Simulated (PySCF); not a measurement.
**Radial density of Yb(42+) (ytterbium, charge +42)**

M06-2X, [Ar] 3d10, closed-shell 1S. Computed with PySCF 2.14 in an even-tempered Gaussian basis (18 s from 8.4 bohr⁻², ratio 2.5; 13 p from 11 bohr⁻², ratio 2.5; 8 d from 11 bohr⁻², ratio 2.5; 4 f from 48 bohr⁻², ratio 2.7; 3 g from 72 bohr⁻², ratio 2.7), with scalar relativity by spin-free X2C-1e.

| r (bohr) | 4πr²ρ (e/bohr) |
| --- | --- |
| 0.0197 | 86.81 |
| 0.0332 | 88.37 |
| 0.0559 | 122.6 |
| 0.0940 | 97.08 |
| 0.158 | 101.6 |
| 0.266 | 53.46 |
| 0.447 | 2.062 |
| 0.752 | 0.003088 |

Densities and radii are taken from the X2C orbitals without a picture-change correction, which distorts them close to the nucleus.

Spin-orbit coupling, which splits the p, d and f shells strongly at this Z, is absent.
